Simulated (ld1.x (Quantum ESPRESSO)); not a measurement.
Values are calculated unless marked as measured or tabulated.
Potentials for carbon (C) compared

Generated with ld1.x 7.5 (TM, RRKJ, ultrasoft, PAW), atompaw 4.2 or ONCVPSP 4.0.1. The cutoff is in Ry: for ld1.x and atompaw files where the sum of valence levels is converged to 10 mRy in a Bessel basis, for ONCV files where the hardest occupied wave has 1 mHa per electron of residual kinetic energy. The error is the largest all-electron minus pseudo excitation energy over each file’s own four to seven test configurations (ionisations up to +4, promotions, holes and added fractions of an electron), all of which were solved. The labels leave out finer settings (local radius, basis sizes, second energies), which also bear on the numbers. Spin-polarised tests are not counted. The rows are a selection from randomly drawn settings: files with unsolved tests, undetermined cutoffs or missed reference levels are left out.

| potential | cutoff (Ry) | largest error (meV) | bound ghosts |
| --- | --- | --- | --- |
| RRKJ, PBEsol, scalar-relativistic, rc 0.80/2.25 (sp), local s, core correction no, reference 2s1.5 2p2.5 | 90 | +1249 | none |
| TM, PBEsol, non-relativistic, rc 0.80/2.35/1.80 (spd), local d, core correction yes, reference 2s2 2p1.5 | 100 | +767 | none |
| PAW, PBE, non-relativistic, rc 1.35/2.95/3.50 (spd), local d, core correction yes, reference 2s1.5 2p2.5 | 8 | -44 | none |
| TM, PBEsol, scalar-relativistic, rc 1.00/1.50/1.55 (spd), local d, core correction yes, reference 2s1 2p3 | 45 | +260 | none |
| TM, PBE, non-relativistic, rc 1.30/1.40/1.50 (spd), local smoothed, core correction yes, reference 2s2 2p2 | 45 | +319 | none |

(1) Fill in the row for C: PAW, PBE, scalar-relativistic, rc 1.40/1.80/1.75 (spd), local d, core correction yes, reference 2s2 2p2.

(2) Fill in the row for C: TM, PBE, scalar-relativistic, rc 0.75/2.30/2.55 (spd), local s, core correction no, reference 2s2 2p0.5.

## Answers

(1) cutoff 21 Ry, largest error -9.0 meV, bound ghosts: none.

(2) cutoff 140 Ry, largest error +564 meV, bound ghosts: none.
